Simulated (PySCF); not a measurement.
Species: C4H15NOSi3.
Numbering: `[CH3:1][N:2]([CH3:3])[C:4](=[O:5])[SiH2:6][CH:7]([SiH3:8])[SiH3:9]` (hydrogens: H10, H11, H12 on C1; H13, H14, H15 on C3; H16, H17 on Si6; H18 on C7; H19, H20, H21 on Si8; H22, H23, H24 on Si9)

Cartesian coordinates in Å at the PBE0-D3(BJ)/def2-SVP level; atoms count from 1:
```xyz
24
C4H15NOSi3 angstrom
C     -2.8561   -0.9666    0.2066
N     -2.2557    0.3385    0.2184
C     -3.1176    1.4557    0.5196
C     -0.9337    0.5520   -0.0124
O     -0.4299    1.6699    0.0234
Si     0.2883   -0.8943   -0.4196
C      1.8976   -0.0394   -0.8187
Si     2.4098    1.1560    0.5685
Si     3.2857   -1.2321   -1.2558
H     -3.6468   -1.0366   -0.5604
H     -2.1060   -1.7385   -0.0134
H     -3.3083   -1.2041    1.1849
H     -3.5785    1.3375    1.5149
H     -2.5091    2.3681    0.5065
H     -3.9243    1.5417   -0.2279
H      0.4230   -1.8029    0.7631
H     -0.2133   -1.7153   -1.5681
H      1.6924    0.5760   -1.7139
H      3.8562    0.8933    0.8818
H      1.6539    0.8818    1.8274
H      2.2938    2.5830    0.1642
H      2.8668   -2.1617   -2.3532
H      3.6510   -2.0569   -0.0633
H      4.4967   -0.4836   -1.7111
```

Level of theory: PySCF 2.14.0, density-fitted response routines, TDDFT PBE0/def2-SVPD, vertical, gas phase, core orbitals frozen in the response.

Ground-to-excited transition dipoles (e·a0, same axes as the geometry; the sign carries no meaning), for the states with f of 0.002 or more among the lowest 8:

| state | E (eV) | μx | μy | μz |
| --- | --- | --- | --- | --- |
| S1 | 4.928 | 0.032 | -0.024 | 0.129 |
| S2 | 6.153 | 1.147 | 0.010 | -0.218 |
| S3 | 6.360 | -0.327 | -0.198 | 0.040 |
| S4 | 6.524 | 0.114 | -0.029 | 0.344 |
| S5 | 6.573 | -0.103 | -0.079 | 0.029 |
| S7 | 6.943 | 0.467 | -0.433 | -0.129 |
| S8 | 7.063 | 0.262 | 0.118 | 0.006 |

Question: Work out the oscillator strengths.

Answer: f = (2/3) ΔE |μ|² with ΔE in hartree (27.2114 eV).

| state | \|μ\|² (au) | \|μ\| (D) | f |
| --- | --- | --- | --- |
| S1 | 0.018 | 0.34 | 0.002 |
| S2 | 1.363 | 2.97 | 0.206 |
| S3 | 0.147 | 0.98 | 0.023 |
| S4 | 0.132 | 0.92 | 0.021 |
| S5 | 0.018 | 0.34 | 0.003 |
| S7 | 0.422 | 1.65 | 0.072 |
| S8 | 0.083 | 0.73 | 0.014 |

Question: Which bond between heavy atoms lies closest to the direction of the S2 transition dipole?

Answer: N2–C4, at 9° from it; next Si6–C7 at 27°.

Question: What angle do the transition dipoles of S3 and S8 make?

Answer: |cos θ| = |μa·μb| / (|μa| |μb|) = 0.98, so θ ≈ 10° (taken between 0 and 90°, since the signs are arbitrary).

Question: How is the summed strength of these states shared among x, y and z?

Answer: (2/3) Σ ΔE μα² gives 0.268 for x, 0.042 for y and 0.031 for z, 0.341 in all.

Question: What peak molar absorption coefficient would the strongest computed level give as a lone Gaussian band 0.3 eV wide at half height?

Answer: ε(max) = 2.175×10⁸ f / FWHM, with the width in cm⁻¹. S2: 2.175×10⁸ × 0.2055 / 2420 ≈ 18000 L mol⁻¹ cm⁻¹.

All these states lie below the vertical ionisation energy of 8.87 eV (ΔSCF).

One conformer stands for the species.
